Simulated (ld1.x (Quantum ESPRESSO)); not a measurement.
**Cr (Z = 24), RRKJ: configuration errors across variants**

chromium, norm-conserving RRKJ (Kleinman–Bylander form), made with ld1.x (Quantum ESPRESSO) 7.5 (PBE, scalar-relativistic). Core [Ne] 3s2, reference 3p6 3d5 4s1 4p0. Waves: 4s (bound): rc 2.90 bohr; 3p (bound): rc 1.40 bohr; 3d (bound): rc 1.90 bohr. Local part: all-electron potential smoothed inside 1.20 bohr (lloc = -1). Core correction: none. rho0 = 0.01.

All-electron excitation energies from the reference (eV): (1) 3p6 3d5 4s0 4p0 6.901; (2) 3p6 3d4 4s0 4p0 22.953; (3) 3p6 3d3 4s0 4p0 53.702; (4) 3p6 3d4 4s1 4p0 7.987; (5) 3p5 3d5 4s1 4p0 51.513; (6) 3p6 3d6 4s0 4p0 1.732; (7) 3p6 3d2 4s0 4p0 102.062.

1 further variants failed, have other tests or too few solved ones, and are left out.

A true bound ghost makes a file unfit for plane-wave use even where its test errors are small: the radial tests pick states by their node count and pass the ghost by.

Errors AE − PS in meV (a dash: test not solved or not reliable):

```tsv
change	(1)	(2)	(3)	(4)	(5)	(6)	(7)	bound ghosts
base	+11	-20	+127	+33	-319	+14	+988	s
local potential the s channel	+0.6	-103	-285	–	-606	-41	+92	none
local potential all-electron potential smoothed inside 2.68 bohr (lloc = -1)	+9.9	-74	-106	+39	-327	-2.7	+495	none
all radii scaled by about 0.84 (s 2.44, p 1.18, d 1.60 bohr); local potential all-electron potential smoothed inside 1.00 bohr (lloc = -1)	-0.6	+20	+101	+7.7	-136	-10.0	+454	s
wave 3d (bound): rc 1.90 bohr becomes 3d (bound): rc 1.34 bohr	+2.3	-9.7	-43	+15	-32	+4.6	-59	s
```

Task: Give the same row for: core correction a·sin(br)/r model core inside 0.60 bohr.

Result: +6.0, -43, +45, +27, -341, +11, +775; bound ghosts: s.
